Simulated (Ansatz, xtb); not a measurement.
Relative energy of two isomers of C2H10B2O2

We compare I, `C[B@H-]1[OH+][B@@H-](C)[OH+]1`, a singlet, with II, `C[B@H-]1[OH+][B@H-](C)[OH+]1`, a singlet. Both are isolated molecules in the gas phase, relaxed with PBE0-D4/def2-SVP.

Problem. Estimate E(II) − E(I) at the level CCSD(T)/def2-SVP + ΔMP2/def2-TZVPP.

Solution. CCSD(T)/def2-SVP + ΔMP2/def2-TZVPP gives E(II) − E(I) = +0.017 eV, slightly favouring structure I, which is too small a margin to settle the true order.

How the difference moves with the method:

```
                             level          geometry  E(II) − E(I) (eV)  departure from the last row (eV)  job, with rough time for the two
                  PBE0-D4/def2-SVP  PBE0-D4/def2-SVP              +0.019                            +0.003                optimisation, 33 s
                       HF/def2-SVP  PBE0-D4/def2-SVP              +0.043                            +0.026           part of the CCSD(T) run
                      MP2/def2-SVP  PBE0-D4/def2-SVP              +0.026                            +0.009           part of the CCSD(T) run
                  CCSD(T)/def2-SVP  PBE0-D4/def2-SVP              +0.025                            +0.008                      single point
CCSD(T)/def2-SVP + ΔMP2/def2-TZVPP  PBE0-D4/def2-SVP              +0.017                                                  single point, 73 s
```

As drawn, both hold the same kinds of bond in the same numbers.

The largest departure from CCSD(T)/def2-SVP + ΔMP2/def2-TZVPP is that of HF/def2-SVP, 0.026 eV. Levels run at GFN2-xTB geometries aren't shown. The last row adds to CCSD(T) the change of the MP2 difference between the two basis sets, here −0.008 eV.

With thermal terms from frequencies at re-optimised GFN2-xTB minima (ideal gas, soft modes damped towards free rotors, one conformer each, 298.15 K, 1 atm): on the last row, ΔE + ΔZPE = +0.024, ΔH = +0.021, ΔG = +0.011 eV.

The correlated steps freeze 6 core orbitals. Run with Ansatz 0.2.0, xtb 6.7.1; the last row on 2 threads of Arm Neoverse V2 on a shared host.
